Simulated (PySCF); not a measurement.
PySCF job for H₅N₂O₂Ta, SMILES [NH2][Ta]([NH2])(=[O])[OH], multiplicity 1, PBE-D3(BJ)/def2-SVP. Geometry: PBE-D3(BJ)/def2-SVP. The multiplicity is an assumed one; no other spin state was optimised. The structure was generated by enumeration; whether it is a known compound was not checked. The def2 effective core potentials stand for the cores of Ta; spin–orbit coupling is left out. Other conformers were not sampled.

```python
import numpy as np
from pyscf import gto, scf, dft, df
from pyscf.hessian import thermo

mol = gto.M(
    atom='''
    Ta   -0.03557015   -0.01478401    0.00000000
    O    -1.76247193    0.21732180    0.00000002
    O     0.53191072   -1.86762522   -0.00000004
    H     0.03552211   -2.70252743   -0.00000005
    N     0.64322280    0.87789267   -1.65696788
    H     0.07668246    1.44061924   -2.29891958
    H     1.62355209    0.90622598   -1.95697459
    N     0.64322282    0.87789262    1.65696789
    H     0.07668248    1.44061916    2.29891963
    H     1.62355210    0.90622591    1.95697462
    ''',
    basis='def2-SVP',
    ecp={'Ta': 'def2-svp'},
    charge=0,
    spin=0,
    max_memory=1600,
    verbose=3,
)
mf = dft.RKS(mol, xc='pbe').density_fit(auxbasis='def2-universal-jkfit')
mf.disp = 'd3bj'
mf.grids.level = 3
mf.conv_tol = 1e-11
mf.max_cycle = 100
mf.kernel()

# [left out here: the lines that compute and print the analytic Hessian (its translational invariance restored by hand, since the grid's response is missing), thermochemistry and intensities]
```

It prints:

```
converged SCF energy = -319.741129103276

WARN: DFTD3 does not support analytical Hessian, using finite difference


WARN: Mole.unit (angstrom) is changed to Bohr

Mode                                 0                   1                   2
Irrep
Freq [cm^-1]                      162.8319            166.3794            174.3476
Reduced mass [au]                   2.3582              3.6361              2.4187
Force const [Dyne/A]                0.0368              0.0593              0.0433
Char temp [K]                     234.2789            239.3828            250.8474
Normal mode                   x     y     z       x     y     z       x     y     z
       0  Ta                -0.00  0.00  0.02   -0.03 -0.00 -0.00   -0.00  0.00  0.01
       1   O                -0.00 -0.00 -0.13   -0.02  0.06  0.00   -0.00 -0.00  0.08
       2   O                 0.00  0.00 -0.08    0.14  0.05  0.00    0.00  0.00 -0.13
       3   H                 0.00  0.00 -0.51    0.29 -0.04  0.00    0.00  0.00 -0.18
       4   N                -0.05 -0.05 -0.01    0.08 -0.03  0.03    0.06 -0.07 -0.01
       5   H                -0.12 -0.19 -0.07    0.18  0.06  0.03    0.17  0.07  0.02
       6   H                -0.04  0.09  0.03    0.10 -0.13  0.10    0.05 -0.36 -0.07
       7   N                 0.05  0.05 -0.01    0.08 -0.03 -0.03   -0.06  0.07 -0.00
       8   H                 0.12  0.19 -0.07    0.18  0.06 -0.03   -0.17 -0.08  0.03
       9   H                 0.04 -0.09  0.03    0.10 -0.13 -0.10   -0.05  0.36 -0.07
Mode                                 3                   4                   5
Irrep
Freq [cm^-1]                      175.2480            189.2981            275.3016
Reduced mass [au]                   3.3652              3.8218              1.3131
Force const [Dyne/A]                0.0609              0.0807              0.0586
Char temp [K]                     252.1428            272.3579            396.0977
Normal mode                   x     y     z       x     y     z       x     y     z
       0  Ta                 0.00 -0.03  0.00   -0.01  0.00 -0.00    0.00 -0.00  0.00
       1   O                 0.02  0.11  0.00   -0.03 -0.12  0.00    0.00  0.00  0.06
       2   O                 0.00 -0.03 -0.00   -0.06 -0.02 -0.00   -0.00 -0.00 -0.09
       3   H                 0.06 -0.07 -0.00   -0.16  0.04  0.00    0.00 -0.00  0.36
       4   N                -0.02  0.10  0.06    0.09  0.06  0.07    0.03 -0.04 -0.01
       5   H                -0.03  0.25  0.20    0.13 -0.02 -0.04    0.00 -0.27 -0.19
       6   H                -0.04  0.12  0.03    0.12  0.12  0.20    0.11  0.34  0.27
       7   N                -0.02  0.10 -0.06    0.09  0.06 -0.07   -0.03  0.04 -0.01
       8   H                -0.03  0.25 -0.20    0.13 -0.02  0.04   -0.00  0.27 -0.19
       9   H                -0.04  0.12 -0.03    0.12  0.12 -0.20   -0.11 -0.34  0.27
Mode                                 6                   7                   8
Irrep
Freq [cm^-1]                      312.9083            358.5875            415.9954
Reduced mass [au]                   1.5059              1.1425              1.2354
Force const [Dyne/A]                0.0869              0.0866              0.1260
Char temp [K]                     450.2054            515.9276            598.5248
Normal mode                   x     y     z       x     y     z       x     y     z
       0  Ta                 0.00  0.00  0.01    0.00  0.00 -0.00    0.00 -0.00 -0.00
       1   O                -0.00 -0.00 -0.11   -0.01 -0.08  0.00    0.00  0.00  0.01
       2   O                -0.00  0.00 -0.08   -0.01  0.01 -0.00   -0.00 -0.00  0.00
       3   H                 0.00 -0.00  0.72   -0.17  0.10 -0.00    0.00 -0.00 -0.00
       4   N                -0.03 -0.01  0.01   -0.00 -0.01 -0.02    0.02  0.07  0.04
       5   H                -0.06  0.06  0.10    0.15  0.45  0.24   -0.07 -0.43 -0.31
       6   H                -0.07 -0.14 -0.13   -0.03 -0.33 -0.15   -0.04 -0.28 -0.18
       7   N                 0.03  0.01  0.01   -0.00 -0.01  0.02   -0.02 -0.07  0.04
       8   H                 0.06 -0.06  0.10    0.15  0.45 -0.24    0.07  0.43 -0.31
       9   H                 0.07  0.14 -0.13   -0.03 -0.33  0.15    0.04  0.27 -0.18
Mode                                 9                  10                  11
Irrep
Freq [cm^-1]                      457.4449            480.5733            550.2077
Reduced mass [au]                   1.2688              1.3583              1.2702
Force const [Dyne/A]                0.1564              0.1848              0.2266
Char temp [K]                     658.1614            691.4380            791.6263
Normal mode                   x     y     z       x     y     z       x     y     z
       0  Ta                 0.00 -0.00  0.00    0.00 -0.00 -0.00    0.00  0.00  0.00
       1   O                 0.00 -0.00  0.00    0.00 -0.03  0.00   -0.00 -0.00  0.03
       2   O                -0.02  0.01  0.00   -0.11  0.06  0.00   -0.00  0.00 -0.01
       3   H                 0.19 -0.11  0.00    0.71 -0.41 -0.00    0.00 -0.00 -0.03
       4   N                 0.01  0.07  0.04    0.00 -0.01 -0.03    0.08 -0.01 -0.01
       5   H                -0.03 -0.23 -0.18    0.04  0.11  0.05   -0.31 -0.10  0.25
       6   H                -0.08 -0.44 -0.28    0.03  0.08  0.05   -0.05  0.24 -0.40
       7   N                 0.01  0.07 -0.04    0.00 -0.01  0.03   -0.08  0.01 -0.01
       8   H                -0.03 -0.23  0.18    0.04  0.11 -0.05    0.31  0.10  0.24
       9   H                -0.08 -0.44  0.28    0.03  0.08 -0.05    0.05 -0.24 -0.40
Mode                                12                  13                  14
Irrep
Freq [cm^-1]                      568.4218            647.1310            658.3527
Reduced mass [au]                   1.2968              4.9841              5.0673
Force const [Dyne/A]                0.2469              1.2298              1.2940
Char temp [K]                     817.8324            931.0775            947.2229
Normal mode                   x     y     z       x     y     z       x     y     z
       0  Ta                 0.00  0.00  0.00   -0.00 -0.00  0.03    0.01  0.01  0.00
       1   O                 0.03  0.01  0.00   -0.00  0.00 -0.02   -0.00 -0.01 -0.00
       2   O                 0.01 -0.05 -0.00    0.00  0.00 -0.01   -0.01  0.00 -0.00
       3   H                 0.01 -0.05  0.00   -0.00  0.00  0.04    0.05 -0.03  0.00
       4   N                -0.07  0.02 -0.02    0.04  0.07 -0.14   -0.06 -0.08  0.13
       5   H                 0.31  0.08 -0.30    0.12  0.10 -0.19   -0.06 -0.06  0.16
       6   H                 0.06 -0.18  0.38    0.06  0.03 -0.09   -0.06 -0.11  0.15
       7   N                -0.07  0.02  0.02   -0.04 -0.07 -0.14   -0.06 -0.08 -0.13
       8   H                 0.31  0.08  0.30   -0.12 -0.10 -0.19   -0.06 -0.06 -0.16
       9   H                 0.06 -0.18 -0.38   -0.06 -0.03 -0.09   -0.06 -0.11 -0.15
Mode                                15                  16                  17
Irrep
Freq [cm^-1]                      681.7434            956.7359           1462.6074
Reduced mass [au]                   5.1103             16.4107              1.1163
Force const [Dyne/A]                1.3994              8.8504              1.4070
Char temp [K]                     980.8769           1376.5300           2104.3664
Normal mode                   x     y     z       x     y     z       x     y     z
       0  Ta                 0.01 -0.02 -0.00    0.02 -0.00 -0.00    0.00  0.00 -0.00
       1   O                 0.00  0.02  0.00   -0.24  0.03  0.00   -0.00  0.00 -0.00
       2   O                -0.04  0.21  0.00   -0.00 -0.01  0.00    0.00  0.00 -0.00
       3   H                -0.18  0.29  0.00    0.00 -0.01 -0.00    0.00 -0.00  0.00
       4   N                -0.02  0.01  0.01   -0.01  0.01 -0.01   -0.02 -0.03  0.05
       5   H                 0.04 -0.02 -0.07    0.02  0.01 -0.03    0.39  0.09 -0.24
       6   H                 0.01 -0.01  0.09    0.01 -0.01  0.02   -0.14  0.27 -0.36
       7   N                -0.02  0.01 -0.01   -0.01  0.01  0.01    0.02  0.03  0.05
       8   H                 0.04 -0.02  0.07    0.02  0.01  0.03   -0.39 -0.09 -0.24
       9   H                 0.01 -0.01 -0.09    0.01 -0.01 -0.02    0.14 -0.27 -0.36
Mode                                18                  19                  20
Irrep
Freq [cm^-1]                     1465.3993           3469.0880           3471.4909
Reduced mass [au]                   1.1135              1.0502              1.0510
Force const [Dyne/A]                1.4087              7.4468              7.4623
Char temp [K]                    2108.3834           4991.2452           4994.7025
Normal mode                   x     y     z       x     y     z       x     y     z
       0  Ta                 0.00  0.00  0.00    0.00 -0.00  0.00    0.00  0.00  0.00
       1   O                -0.00  0.00  0.00   -0.00  0.00  0.00    0.00 -0.00  0.00
       2   O                 0.00  0.00  0.00    0.00 -0.00  0.00   -0.00  0.00  0.00
       3   H                 0.00 -0.00  0.00    0.00  0.00  0.00    0.00  0.00  0.00
       4   N                -0.02 -0.03  0.05    0.02  0.02 -0.03   -0.02 -0.02  0.03
       5   H                 0.39  0.09 -0.24    0.26 -0.24  0.27   -0.26  0.24 -0.27
       6   H                -0.14  0.27 -0.36   -0.51 -0.01  0.14    0.51  0.00 -0.14
       7   N                -0.02 -0.03 -0.05   -0.02 -0.02 -0.03   -0.02 -0.02 -0.03
       8   H                 0.39  0.09  0.24   -0.26  0.24  0.27   -0.26  0.24  0.27
       9   H                -0.14  0.27  0.36    0.51  0.01  0.14    0.51  0.00  0.14
Mode                                21                  22                  23
Irrep
Freq [cm^-1]                     3564.0963           3564.1390           3795.7514
Reduced mass [au]                   1.0936              1.0935              1.0678
Force const [Dyne/A]                8.1849              8.1844              9.0641
Char temp [K]                    5127.9411           5128.0025           5461.2411
Normal mode                   x     y     z       x     y     z       x     y     z
       0  Ta                 0.00 -0.00  0.00   -0.00  0.00  0.00    0.00 -0.00 -0.00
       1   O                 0.00  0.00 -0.00   -0.00 -0.00 -0.00    0.00 -0.00  0.00
       2   O                -0.00 -0.00 -0.00    0.00  0.00 -0.00    0.03  0.05  0.00
       3   H                 0.00  0.00  0.00   -0.00 -0.00 -0.00   -0.48 -0.84 -0.00
       4   N                 0.05 -0.02  0.01   -0.05  0.02 -0.01   -0.00 -0.00  0.00
       5   H                -0.29  0.29 -0.34    0.28 -0.28  0.32   -0.00  0.00 -0.00
       6   H                -0.42 -0.02  0.13    0.40  0.02 -0.13    0.00  0.00  0.00
       7   N                -0.05  0.02  0.01   -0.05  0.02  0.01   -0.00 -0.00 -0.00
       8   H                 0.28 -0.28 -0.32    0.29 -0.29 -0.34   -0.00  0.00  0.00
       9   H                 0.40  0.02  0.13    0.42  0.02  0.13    0.00  0.00 -0.00
temperature 298.1500 [K]
pressure 101325.00 [Pa]
Rotational constants [GHz] 3.10715 3.04233 2.70094
Symmetry number 1
Zero-point energy (ZPE) 0.06384 [Eh]   167621.227 [J/mol]
                           tot       elec      trans        rot        vib
Entropy [J/mol/K]       376.593      0.000    177.407    112.693     86.493
Cv [J/mol/K]            125.013      0.000     12.472     12.472    100.069
Cp [J/mol/K]            133.327      0.000     20.786     12.472    100.069
Internal energy [J/mol]                      3718.434   3718.434 182914.298
Internal energy [Eh]   -319.66863  -319.74113
Enthalpy [J/mol]                             6197.391   3718.434 182914.298
Enthalpy [Eh]          -319.66768
Gibbs free energy [J/mol]                  -46696.388 -29881.000 157126.263
Gibbs free energy [Eh] -319.71045
mode   freq/cm-1   IR/(km/mol)
   1      162.83         2.631
   2      166.38         8.299
   3      174.35         2.829
   4      175.25         0.067
   5      189.30         5.408
   6      275.30        49.701
   7      312.91        55.497
   8      358.59         5.974
   9      416.00       122.723
  10      457.44       283.038
  11      480.57       101.879
  12      550.21         0.101
  13      568.42        13.514
  14      647.13       129.487
  15      658.35        44.183
  16      681.74        78.608
  17      956.74       116.892
  18     1462.61        32.306
  19     1465.40        22.103
  20     3469.09        78.882
  21     3471.49        35.412
  22     3564.10         9.191
  23     3564.14        52.116
  24     3795.75       175.072
max |gradient| / (hartree/bohr): 9.852691147322677e-05
APT charges: [ 1.9897 -0.7036 -0.8325  0.3243 -0.7424  0.172   0.1816 -0.7424  0.172
  0.1816]
```

The run converged.

Cost: very roughly 110 core-seconds.
